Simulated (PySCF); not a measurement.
Isomers of C9H11N, mass 133.089 u with the commonest isotopes. Theory: PBE0-D3(BJ)/def2-SVP geometry optimisation, gas phase in PySCF. One conformer each, none proved a minimum here; rigid rotors.

Problem. Order these by rotational constant B, largest first.
A. `[cH:1]1[cH:2][cH:3][c:4]([CH:5]2[CH2:6][CH2:7][CH2:8]2)[n:9][cH:10]1` with C3–C4–C5–C6 -127°, C4–C5–C6–C7 -140°, C5–C6–C7–C8 19°, C6–C7–C8–C5 -19°, C4–C5–C8–C7 140°
B. `[CH2:1]=[C:2]([CH3:3])[c:4]1[cH:5][cH:6][cH:7][cH:8][c:9]1[NH2:10]` with C1–C2–C4–C5 -141° (2-isopropenylaniline)
C. `C[C@H]1CC2=C1C=CC(N)=C2`

Solution. B (1169 MHz), C (896.6 MHz), A (825.9 MHz).

Problem. Order these by out-of-plane moment Σ m c² = (Ia + Ib − Ic)/2, smallest first.
A. `[CH2:1]=[C:2]([CH3:3])[c:4]1[cH:5][cH:6][cH:7][cH:8][c:9]1[NH2:10]` with C1–C2–C4–C5 -141°
B. `C[C@H]1Cc2cc(N)ccc21`
C. `[cH:1]1[cH:2][cH:3][c:4]([CH:5]2[CH2:6][CH2:7][CH2:8]2)[n:9][cH:10]1` with C3–C4–C5–C6 -127°, C4–C5–C6–C7 -140°, C5–C6–C7–C8 19°, C6–C7–C8–C5 -19°, C4–C5–C8–C7 140°

Solution. B (18.04 u·Å²), A (19.27 u·Å²), C (39.12 u·Å²).

Problem. Order these by rotational constant A, smallest first.
A. `C[C@H]1CC2=C1C=CC(N)=C2`
B. `[cH:1]1[cH:2][cH:3][c:4]([CH:5]2[CH2:6][CH2:7][CH2:8]2)[n:9][cH:10]1` with C3–C4–C5–C6 -127°, C4–C5–C6–C7 -140°, C5–C6–C7–C8 19°, C6–C7–C8–C5 -19°, C4–C5–C8–C7 140°
C. `[CH2:1]=[C:2]([CH3:3])[c:4]1[cH:5][cH:6][cH:7][cH:8][c:9]1[NH2:10]` with C1–C2–C4–C5 -141° (2-isopropenylaniline)

Solution. C (2186 MHz), A (3360 MHz), B (3710 MHz).

```
              SMILES  point group  Ia (u·Å²)  Ib (u·Å²)  Ic (u·Å²)      κ  μa (D)  μb (D)  μc (D)
C[C@H]1Cc2cc(N)ccc21           C1     150.39     563.66     677.97  -0.88    1.28    0.38    0.74
    c1ccc(C2CCC2)nc1           Cs     136.24     611.89     669.89  -0.95    1.20    1.27    0.00
     C=C(C)c1ccccc1N           C1     231.14     432.50     625.09  -0.48    0.53    0.87    1.23
```
